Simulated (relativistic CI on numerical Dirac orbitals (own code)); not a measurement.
# Zn4+: M2,3 absorption edge

Computed with this model: Dirac-Coulomb-Breit CI, separate exchange-only KLI orbitals for each configuration, model QED, valence Slater integrals scaled by 0.8, multiplet model of core-to-valence dipole absorption; configurations [Ar] 3d8 → [Ne] 3s2 3p5 3d9; 10 K; Lorentzian 0.8 eV and Gaussian 0.3 eV FWHM. Energies are those of the free ion, without screening or charge transfer. The branching ratio is the share of the lower-energy edge in the whole absorption, uncertain by about 0.02 where the edges overlap. S is read from ⟨S²⟩ = S(S + 1).

Field parameters in Wybourne normalisation: D4h B²₀ = −7Ds, B⁴₀ = 21(Dq − Dt), B⁴₄ = 21√(5/14) Dq. The field is a parameter set, without covalency.

free ion: ground-state S = 1.00, centroid 83.82 eV. Peaks (eV, height): 79.9 (53), 81.2 (18), 86.1 (100).

D4h, 10Dq = 14950, Ds = -1500, Dt = 790 cm⁻¹: ground-state S = 1.00, centroid 85.00 eV. Peaks (eV, height): 81.1 (50), 82.5 (48), 84.3 (17), 87.5 (100).

D4h, 10Dq = 14950, Ds = -210, Dt = 790 cm⁻¹: ground-state S = 1.00, centroid 85.00 eV. Peaks (eV, height): 81.3 (62), 82.5 (48), 84.4 (17), 87.5 (100), 88.8 (23).

D4h, 10Dq = 14950, Ds = 1070, Dt = 790 cm⁻¹: ground-state S = 1.00, centroid 85.00 eV. Peaks (eV, height): 81.4 (74), 82.4 (48), 84.5 (19), 87.6 (100).

D4h, 10Dq = 14950, Ds = 1710, Dt = 790 cm⁻¹: ground-state S = 1.00, centroid 84.99 eV. Peaks (eV, height): 81.4 (76), 82.4 (47), 84.5 (21), 87.7 (100).

D4h, 10Dq = 14950, Ds = 2360, Dt = 790 cm⁻¹: ground-state S = 1.00, centroid 84.98 eV. Peaks (eV, height): 81.1 (72), 81.5 (72), 82.4 (46), 84.6 (22), 87.8 (100), 89.5 (19).

Strongest unbroadened transitions for free ion:

| Energy (eV) | Relative strength |
| --- | --- |
| 79.92 | 51.3 |
| 81.24 | 12.8 |
| 86.13 | 100.0 |
| 94.23 | 0.3 |
